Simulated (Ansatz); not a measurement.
Ansatz (an electronic-structure program) input (SVWN5/def2-TZVP):

Ansatz 0.2 input:
```yaml
crystal:
  periodic: [false, false, false]
  atoms:
    - {symbol: Hf, position_ang: [-0.00000000, -0.00000000, -0.44364931]}
    - {symbol: Cl, position_ang: [0.00000000, 0.00000000, 1.87898533]}
basis:
  gaussian:
    orbitals: def2-TZVP
hamiltonian:
  xc: {name: SVWN5}
magnetization: {spin_polarized: true, initial_magnetization: 1}
relax: {f_tol: 0.003, max_steps: 100}
```

End of the output:

```
mean field: 0.19 GiB planned
mean field evaluation 1: about -13783.9787 eV, gradient 1.2e1 eV
mean field evaluation 2: about -13782.8538 eV, gradient 2.0e1 eV
mean field evaluation 4: about -13784.8372 eV, gradient 2.1e0 eV
mean field evaluation 8: about -13784.8605 eV, gradient 1.7e-2 eV
mean field evaluation 16: about -13784.8605 eV, gradient 6.2e-5 eV
mean field evaluation 32: about -13784.8605 eV, gradient 2.5e-6 eV
mean field evaluation 64: about -13784.5931 eV, gradient 4.1e-1 eV
mean field evaluation 96: about -13783.0101 eV, gradient 5.9e0 eV
mean field evaluation 128: about -13782.8953 eV, gradient 3.5e-1 eV
mean field -13784.86047217 eV, -506.5842786383 hartree, gradient 2.8e-6 eV, S^2 0.768933; 13 other end points of the search recorded, 0 dependent functions left out
the calculation of the forces begins
reference -13784.86050295 eV, -506.5842797692 hartree; 15, 14 occupied and 62, 63 virtual orbitals, 601 factors
relax step   1: F+E_penalty+E_count = -13784.86047217 eV  Δ(F+E_penalty+E_count) = +0.000e0 eV  max|allowed force component| = 7.733e-1 eV/Å  Δτ_max = 0.0000 Å  (344 SCF iters, accepted)
these checks for a lower state are left out or cut short: starts, cluster_reference, orbital_swaps, neighbouring_geometries, increment
integrals: 0.02 GiB planned
601 factors; their error is unknown
mean field: 0.19 GiB planned
mean field -13784.88030129 eV, -506.5850073448 hartree, gradient 6.5e-6 eV, S^2 0.766271; 0 other end points of the search recorded, 0 dependent functions left out
the calculation of the forces begins
reference -13784.88033205 eV, -506.5850084754 hartree; 15, 14 occupied and 62, 63 virtual orbitals, 601 factors
relax step   2: F+E_penalty+E_count = -13784.88030129 eV  Δ(F+E_penalty+E_count) = -1.983e-2 eV  max|allowed force component| = 1.888e-1 eV/Å  Δτ_max = 0.0315 Å  (39 SCF iters, accepted)
these checks for a lower state are left out or cut short: starts, cluster_reference, orbital_swaps, neighbouring_geometries, increment
integrals: 0.02 GiB planned
601 factors; their error is unknown
mean field: 0.19 GiB planned
mean field -13784.88133511 eV, -506.5850453373 hartree, gradient 7.9e-6 eV, S^2 0.766725; 0 other end points of the search recorded, 0 dependent functions left out
the calculation of the forces begins
reference -13784.88136588 eV, -506.5850464679 hartree; 15, 14 occupied and 62, 63 virtual orbitals, 601 factors
relax step   3: F+E_penalty+E_count = -13784.88133511 eV  Δ(F+E_penalty+E_count) = -1.034e-3 eV  max|allowed force component| = 2.889e-3 eV/Å  Δτ_max = 0.0056 Å  (37 SCF iters, accepted)
integrals: 0.02 GiB planned
601 factors; their error is unknown
mean field: 0.19 GiB planned
mean field evaluation 160: about -13784.8857 eV, gradient 1.8e-2 eV
mean field evaluation 192: about -13784.3568 eV, gradient 4.2e0 eV
mean field evaluation 224: about -13784.5835 eV, gradient 3.8e-1 eV
mean field evaluation 256: about -13782.8570 eV, gradient 5.2e0 eV
mean field evaluation 288: about -13783.9001 eV, gradient 2.8e-2 eV
mean field -13784.88133511 eV, -506.5850453373 hartree, gradient 7.9e-6 eV, S^2 0.766725; 14 other end points of the search recorded, 0 dependent functions left out
the calculation of the forces begins
reference -13784.88136588 eV, -506.5850464679 hartree; 15, 14 occupied and 62, 63 virtual orbitals, 601 factors
Total energy: -13784.88136588 eV, -506.5850464679 hartree
Atom 0 at     0.000000    -0.000000    -0.417771 Å, force    -0.000000     0.000000     0.002889 eV/Å
Atom 1 at    -0.000000     0.000000     1.853107 Å, force     0.000000    -0.000000    -0.002889 eV/Å
Dipole moment:    -0.000000    -0.000000    -0.305285 e Å
```

The spin state was set by rule; other spins were not relaxed.
